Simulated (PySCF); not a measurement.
# Worked example: oscillator strength and radiative lifetime

CH8ClNSi2, SMILES C[Si@@](N)([SiH3])Cl.

Geometry: B3LYP-D3(BJ)/def2-SVP. The structure was generated by enumeration; whether it is a known compound was not checked. One conformer was computed; it need not be the lowest.

PySCF with TDDFT-M06-2X/def2-SVPD puts the first singlet state with f over 0.02 at 6.91 eV (vertical), with the transition dipole (-0.074, 0.258, -0.363) in atomic units.

Question: Find the oscillator strength, the wavelength and the radiative lifetime that this transition would have in vacuum if emission retraced absorption.

Answer: 
|μ|² = 0.2038 au, so |μ| = 1.15 D. ΔE = 6.91/27.211 = 0.2539 hartree. f = (2/3) ΔE |μ|² = 0.035 (the program prints 0.035).
λ = 1239.84/6.91 = 179 nm; ν = 55733 cm⁻¹.
Einstein's coefficient A = 0.6670 ν² f s⁻¹ (ν in cm⁻¹) = 7.1e7 s⁻¹, so τ = 1/A = 14 ns. This state is S2; the lower singlet has f = 0.016. The figure is the radiative limit of this one transition; relaxation, internal conversion, crossing to triplets and a medium change what is measured.
